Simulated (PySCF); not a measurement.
A homologous series of growing length: n-germane amino/formyl. All species are isolated molecules in the gas phase. One relaxed conformer stands for each flexible species; it need not be the lowest. Strings in code marks are SMILES.

The S1 excitation (TDA) from two functionals at the same geometries (PBE0-D4/def2-SVP), both in PySCF: PBE-D3(BJ)/def2-TZVP and PBE0-D4/def2-TZVP. Excitations are Tamm–Dancoff values on a coarser integration grid. The basis has no diffuse functions, so Rydberg states are missing or too high.

```tsv
species	PBE-D3(BJ)/def2-TZVP (eV)	PBE0-D4/def2-TZVP (eV)
n = 1 (`O=[CH][GeH2][NH2]`)	3.04	3.29
n = 2 (`[NH2][GeH2][GeH2][CH]=O`)	3.19	3.33
n = 4 (`[NH2][GeH2][GeH2][GeH2][GeH2][CH]=O`)	3.07	3.30
n = 5 (`[NH2][GeH2][GeH2][GeH2][GeH2][GeH2][CH]=O`)	3.05	3.31
n = 6 (`[NH2][GeH2][GeH2][GeH2][GeH2][GeH2][GeH2][CH]=O`)	3.00	3.30
```

Over these rows, drawn at random from the members with no instability flagged (it was tested for open shells, ions and some series alone), PBE minus PBE0-D4: mean -0.24 eV, from -0.30 eV to -0.14 eV.
